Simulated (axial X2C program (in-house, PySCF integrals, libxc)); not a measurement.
# Density and ELF of CaP

Calculated with an in-house all-electron X2C program for linear molecules (integrals from PySCF). Two-component (2c) means X2C with spin–orbit coupling and atomic mean-field two-electron Coulomb and Gaunt terms. Basis: Ca dyall-cv3z [11s12p6d4f], P dyall-v3z [8s7p2d1f] (cores contracted in-house); Gaussian nuclei, density fitting, unrestricted open shells. Masses: Ca 39.963 u, P 30.974 u.

PBE0, 2c, state Ω = 3/2 (⟨Sz⟩ = 0.50, ⟨Lz⟩ = 1.00 at PBE0); Ca at z = 0, P at z = 2.516 Å.

The maps cover the half plane through the axis: z from -2.4 to 4.8 Å along the bond, ρ from 0.15 to 2.25 Å away from it.

log10 of the density in e/bohr³:

```
 ρ\z  -2.4  -1.8  -1.2  -0.6   0.0   0.6   1.2   1.8   2.4   3.0   3.6   4.2   4.8
0.15  -2.8  -2.4  -1.7  -0.4   1.4  -0.4  -1.3  -0.9   1.0  -0.6  -1.3  -2.2  -3.0
0.45  -2.9  -2.4  -1.8  -0.7  -0.1  -0.7  -1.4  -1.0  -0.5  -0.9  -1.4  -2.2  -3.0
0.75  -3.0  -2.5  -2.1  -1.2  -0.7  -1.2  -1.5  -1.2  -1.0  -1.1  -1.6  -2.4  -3.1
1.05  -3.1  -2.7  -2.3  -1.8  -1.5  -1.8  -1.7  -1.5  -1.3  -1.4  -1.9  -2.6  -3.3
1.35  -3.2  -2.8  -2.6  -2.4  -2.2  -2.2  -2.0  -1.8  -1.7  -1.8  -2.2  -2.8  -3.5
1.65  -3.4  -3.0  -2.8  -2.7  -2.7  -2.5  -2.3  -2.1  -2.0  -2.2  -2.5  -3.1  -3.7
1.95  -3.6  -3.3  -3.1  -3.0  -2.9  -2.7  -2.5  -2.4  -2.4  -2.5  -2.9  -3.3  -3.9
2.25  -3.8  -3.5  -3.3  -3.2  -3.1  -3.0  -2.9  -2.8  -2.8  -2.9  -3.2  -3.6  -4.2
```

Electron localisation function (collinear form, no current term, damped to 0 at low density):

```
 ρ\z  -2.4  -1.8  -1.2  -0.6   0.0   0.6   1.2   1.8   2.4   3.0   3.6   4.2   4.8
0.15  0.95  0.70  0.27  0.86  0.85  0.84  0.28  0.43  0.81  0.09  0.89  0.69  0.21
0.45  0.94  0.74  0.21  0.84  0.62  0.78  0.32  0.71  0.17  0.24  0.88  0.66  0.19
0.75  0.92  0.79  0.17  0.61  0.85  0.40  0.43  0.82  0.55  0.83  0.84  0.58  0.14
1.05  0.86  0.84  0.19  0.17  0.40  0.09  0.55  0.81  0.84  0.86  0.77  0.46  0.09
1.35  0.72  0.86  0.31  0.04  0.04  0.06  0.63  0.75  0.78  0.77  0.64  0.32  0.04
1.65  0.43  0.81  0.48  0.05  0.02  0.14  0.63  0.64  0.65  0.62  0.46  0.18  0.02
1.95  0.16  0.60  0.53  0.11  0.05  0.26  0.53  0.50  0.48  0.42  0.27  0.07  0.00
2.25  0.04  0.25  0.37  0.17  0.11  0.26  0.36  0.32  0.29  0.23  0.11  0.02  0.00
```

Axial spin density in 10⁻³ e/bohr³:

```
 ρ\z  -2.4  -1.8  -1.2  -0.6   0.0   0.6  1.2   1.8   2.4   3.0   3.6  4.2  4.8
0.15  -1.1  -2.7  -3.0   7.7  -4.1  -0.3  7.5  20.0  56.8  11.6  10.3  1.8  0.3
0.45  -1.1  -2.5  -3.0   2.0  -1.5   0.3  6.6  19.3   8.2  18.7   8.4  1.5  0.2
0.75  -0.9  -2.1  -2.7  -0.5   0.6   0.2  4.9  14.6  19.7  16.0   5.6  1.1  0.2
1.05  -0.7  -1.6  -2.2  -1.3  -0.3  -0.1  3.1   8.6  12.6   9.1   3.2  0.7  0.1
1.35  -0.5  -1.1  -1.6  -1.4  -0.8  -0.2  1.7   4.4   6.0   4.3   1.7  0.4  0.1
1.65  -0.3  -0.7  -1.1  -1.1  -0.8  -0.3  0.8   2.0   2.6   1.9   0.8  0.2  0.1
1.95  -0.2  -0.5  -0.7  -0.7  -0.6  -0.2  0.3   0.9   1.1   0.8   0.4  0.1  0.0
2.25  -0.1  -0.3  -0.4  -0.5  -0.4  -0.2  0.1   0.4   0.5   0.3   0.2  0.1  0.0
```

Density functionals use the spin component along the axis (collinear). The functionals have no current-density term, which raises determinants with orbital currents, atoms included. The state is one determinant with fixed occupations, lowest in a PBE0 search at one distance only: followed along the bond, the spin-free determinant M_S = 3/2, Λ = 0 reaches 0.08 eV lower at PBE0, at Re = 2.759 Å, so the state shown is not the lowest. The determinant is spin-polarised beyond a pure state at some levels (its spin-free form has ⟨S²⟩ too high), which makes Re and μ there less reliable.
